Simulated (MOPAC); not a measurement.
Input file for MOPAC: AM1 on C2H6OSi (SMILES CO[Si]C), a point of a torsion scan.

```
AM1 1SCF PRECISE CHARGE=0 THREADS=1
C2H6OSi

C      1.96162286 1    -0.49325557 1    -0.01970162 1
O      0.82475953 1     0.26783959 1    -0.25723386 1
Si    -0.34209444 1     1.02125988 1     0.60535711 1
C      0.63410086 1     2.28659250 1     1.68450262 1
H      2.62487803 1    -0.01705597 1     0.70972209 1
H      2.50052713 1    -0.61657586 1    -0.96148064 1
H      1.67381983 1    -1.47982103 1     0.35734016 1
H      1.35250783 1     2.84314242 1     1.07932567 1
H      1.19369851 1     1.79625924 1     2.48456049 1
H     -0.02604331 1     3.01107963 1     2.15750889 1
```

Output:

```
*******************************************************************************
 **                                                                           **
 **                              MOPAC v23.2.5                                **
 **                                                                           **
 *******************************************************************************
 ** MOPAC's Digital Object Identifier: https://doi.org/10.5281/zenodo.6511958 **
 **                                                                           **
 ** Please cite the open-source release paper for use of this MOPAC version:  **
 ** J. E. Moussa and J. J. P. Stewart (2026)                                  **
 ** MOPAC: An open-source semiempirical molecular orbital program             **
 ** J. Open Source Softw., 11(119), 8025, https://doi.org/10.21105/joss.08025 **
 *******************************************************************************

                              AM1 CALCULATION RESULTS

 *******************************************************************************
 *  AM1        - The AM1 Hamiltonian to be used
 *
 *
 *
 *                 CHARGE ON SYSTEM = 0
 *
 *
 *
 *  PRECISE    - TIGHTER CRITERIA TO BE USED
 *  1SCF       - DO 1 SCF AND THEN STOP
 *  THREADS=1  - MULTI-THREADING NOT USED
 *  T=         - A TIME OF 172800.0 SECONDS REQUESTED
 *  DUMP=N     - RESTART FILE WRITTEN EVERY 7200.0 SECONDS REQUESTED
 *******************************************************************************
AM1 1SCF PRECISE CHARGE=0 THREADS=1
 C2H6OSi

   ATOM   CHEMICAL          X               Y               Z
  NUMBER   SYMBOL      (ANGSTROMS)     (ANGSTROMS)     (ANGSTROMS)

     1       C          1.96162286  *  -0.49325557  *  -0.01970162  *
     2       O          0.82475953  *   0.26783959  *  -0.25723386  *
     3      Si         -0.34209444  *   1.02125988  *   0.60535711  *
     4       C          0.63410086  *   2.28659250  *   1.68450262  *
     5       H          2.62487803  *  -0.01705597  *   0.70972209  *
     6       H          2.50052713  *  -0.61657586  *  -0.96148064  *
     7       H          1.67381983  *  -1.47982103  *   0.35734016  *
     8       H          1.35250783  *   2.84314242  *   1.07932567  *
     9       H          1.19369851  *   1.79625924  *   2.48456049  *
    10       H         -0.02604331  *   3.01107963  *   2.15750889  *



          CARTESIAN COORDINATES

    NO.       ATOM           X           Y           Z

     1         C          1.9616     -0.4933     -0.0197
     2         O          0.8248      0.2678     -0.2572
     3        Si         -0.3421      1.0213      0.6054
     4         C          0.6341      2.2866      1.6845
     5         H          2.6249     -0.0171      0.7097
     6         H          2.5005     -0.6166     -0.9615
     7         H          1.6738     -1.4798      0.3573
     8         H          1.3525      2.8431      1.0793
     9         H          1.1937      1.7963      2.4846
    10         H         -0.0260      3.0111      2.1575

  H: (AM1): M.J.S. DEWAR ET AL, J. AM. CHEM. SOC. 107 3902-3909 (1985)
  C: (AM1): M.J.S. DEWAR ET AL, J. AM. CHEM. SOC. 107 3902-3909 (1985)
  O: (AM1): M.J.S. DEWAR ET AL, J. AM. CHEM. SOC. 107 3902-3909 (1985)
 Si: (AM1): M.J.S.DEWAR, C. JIE, ORGANOMETALLICS, 6, 1486-1490 (1987).

           Empirical Formula: C2 H6 O Si  =    10 atoms



      MOLECULAR POINT GROUP   :   C1


      RHF CALCULATION, NO. OF DOUBLY OCCUPIED LEVELS = 12


 -------------------------------------------------------------------------------
 AM1 1SCF PRECISE CHARGE=0 THREADS=1
 C2H6OSi



     1SCF WAS SPECIFIED, SO BFGS WAS NOT USED
     SCF FIELD WAS ACHIEVED


                              AM1 CALCULATION
                                                       MOPAC v23.2.5 Linux




          FINAL HEAT OF FORMATION =        -23.01514 KCAL/MOL =     -96.29533 KJ/MOL


          COSMO AREA              =        122.33 SQUARE ANGSTROMS
          COSMO VOLUME            =        112.09 CUBIC ANGSTROMS

          IONIZATION POTENTIAL    =          7.472790 EV
          HOMO LUMO ENERGIES (EV) =         -7.473 -0.393
          NO. OF FILLED LEVELS    =         12
          MOLECULAR WEIGHT        =         74.1543         POINT GROUP:  C1

          MOLECULAR DIMENSIONS (Angstroms)

            Atom       Atom       Distance
            H    10    H     6     5.41032
            H     8    H     7     2.70322
            H     9   Si     3     2.35092


          SCF CALCULATIONS        =          1





   ATOM   CHEMICAL          X               Y               Z
  NUMBER   SYMBOL      (ANGSTROMS)     (ANGSTROMS)     (ANGSTROMS)

     1       C          1.96162286  *  -0.49325557  *  -0.01970162  *
     2       O          0.82475953  *   0.26783959  *  -0.25723386  *
     3      Si         -0.34209444  *   1.02125988  *   0.60535711  *
     4       C          0.63410086  *   2.28659250  *   1.68450262  *
     5       H          2.62487803  *  -0.01705597  *   0.70972209  *
     6       H          2.50052713  *  -0.61657586  *  -0.96148064  *
     7       H          1.67381983  *  -1.47982103  *   0.35734016  *
     8       H          1.35250783  *   2.84314242  *   1.07932567  *
     9       H          1.19369851  *   1.79625924  *   2.48456049  *
    10       H         -0.02604331  *   3.01107963  *   2.15750889  *

                             CARTESIAN COORDINATES

   1    C        1.961622860    -0.493255570    -0.019701620
   2    O        0.824759530     0.267839590    -0.257233860
   3   Si       -0.342094440     1.021259880     0.605357110
   4    C        0.634100860     2.286592500     1.684502620
   5    H        2.624878030    -0.017055970     0.709722090
   6    H        2.500527130    -0.616575860    -0.961480640
   7    H        1.673819830    -1.479821030     0.357340160
   8    H        1.352507830     2.843142420     1.079325670
   9    H        1.193698510     1.796259240     2.484560490
  10    H       -0.026043310     3.011079630     2.157508890


           Empirical Formula: C2 H6 O Si  =    10 atoms



      MOLECULAR POINT GROUP   :   C1


                  EIGENVALUES
 -37.87788 -28.40750 -27.64543 -17.92874 -16.08591 -16.02745 -13.37687 -13.26510
 -12.48822 -11.64469 -10.89986  -7.47279  -0.39331   1.39225   2.56747   4.21468
   4.27122   4.60721   4.70338   4.82442   5.64052   5.83664


              NET ATOMIC CHARGES AND DIPOLE CONTRIBUTIONS

  ATOM NO.   TYPE          CHARGE      No. of ELECS.   s-Pop       p-Pop
    1          C           0.027248        3.9728     1.21427     2.75848
    2          O          -0.612311        6.6123     1.80632     4.80599
    3         Si           0.803940        3.1961     1.49306     1.70300
    4          C          -0.634250        4.6342     1.28475     3.34950
    5          H           0.042159        0.9578     0.95784
    6          H           0.080108        0.9199     0.91989
    7          H           0.048366        0.9516     0.95163
    8          H           0.083167        0.9168     0.91683
    9          H           0.072337        0.9277     0.92766
   10          H           0.089237        0.9108     0.91076
 DIPOLE           X         Y         Z       TOTAL
 POINT-CHG.    -2.595    -1.409     0.036     2.953
 HYBRID         4.277     0.625     0.936     4.423
 SUM            1.682    -0.784     0.972     2.095


          ATOMIC ORBITAL ELECTRON POPULATIONS

     Atom    s        px        py        pz
    1  C   1.21427   0.84237   0.91592   1.00020
    2  O   1.80632   1.41736   1.68075   1.70788
    3 Si   1.49306   1.01430   0.38923   0.29947
    4  C   1.28475   1.09474   1.14741   1.10734
    5  H   0.95784
    6  H   0.91989
    7  H   0.95163
    8  H   0.91683
    9  H   0.92766
   10  H   0.91076

 **********************
 *                    *
 * JOB ENDED NORMALLY *
 *                    *
 **********************




 == MOPAC DONE ==
```

The run finished.

Cost: around 0.020 core-seconds (rough).
